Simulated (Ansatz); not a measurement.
Molecule: C$_{5}$H$_{10}$N, charge 0, multiplicity 2. SMILES: NC1C[CH]CC1
Geometry from a B3LYP-D3(BJ)/def2-TZVP (Ansatz, an electronic-structure program) optimisation:
```
C
H 1 1.1014
N 1 1.4608 2 112.57
H 3 1.0141 1 110.61 2 -58.95
H 3 1.0141 4 106.75 1 -120.35
C 1 1.5334 2 107.95 3 124.52
H 6 1.0915 1 112.81 2 -47.00
H 6 1.0929 7 107.98 1 119.38
C 1 1.5392 2 107.70 3 -124.43
H 9 1.0953 1 112.86 2 40.26
H 9 1.1012 10 106.38 1 -118.75
C 9 1.4909 10 113.56 11 -123.57
H 12 1.0806 9 124.38 10 44.33
C 12 1.4948 13 124.25 9 -179.40
H 14 1.0947 12 113.25 13 47.51
H 14 1.1005 15 105.65 12 122.06
```
Charge 0, spin multiplicity 2.

Property: atomisation energy, in kcal/mol. Terms: six Cartesian d functions in 6-31G* and its kin unless marked 5d; no spin-orbit coupling; LANL2DZ all-electron up to Ne; atomisation electronic, to ground-state atoms; open shells spin-unrestricted; non-relativistic; 6-311+G** with 5d; valence correlation only. CBS(X,Y): correlation extrapolated as X^-3; Hartree-Fock from the larger set. [CCSD(T)-MP2]/basis is that difference in the basis named. First-principles rows: single points at B3LYP-D3(BJ) geometries (Ansatz).

Coupled cluster (Ansatz) is a level with limits of its own, used here on species with T1 under 0.025 (0.045 for open shells) and stable references: RI-MP2/CBS(cc-pVTZ,cc-pVQZ)+[CCSD(T)-MP2]/cc-pVTZ.

Value to compare with, RI-MP2/CBS(cc-pVTZ,cc-pVQZ)+[CCSD(T)-MP2]/cc-pVTZ (Ansatz): 1526.8 kcal/mol.

| level | program | atomisation energy (kcal/mol) | difference |
|---|---|---|---|
| HF/STO-3G | Ansatz | 1373.8 | -153.0 |
| HF/3-21G | Ansatz | 1068.1 | -458.7 |
| HF/LANL2DZ | Ansatz | 1059.2 | -467.6 |
| HF/6-31G* | Ansatz | 1122.3 | -404.5 |
| HF/6-311+G** | Ansatz | 1119.9 | -406.9 |

Among the 5 habitual levels, HF/LANL2DZ lies farthest from RI-MP2/CBS(cc-pVTZ,cc-pVQZ)+[CCSD(T)-MP2]/cc-pVTZ (Ansatz) (-467.6 kcal/mol) and HF/STO-3G nearest (-153.0); 0 of 5 lie above it, and their mean absolute difference is 378.1 kcal/mol, the median 406.9. One case shows no general order.

The sets are all those run for this method; left out are runs that failed, that the program found above a lower state of the same kind, or whose <S^2> lies over 0.5 above the pure value.
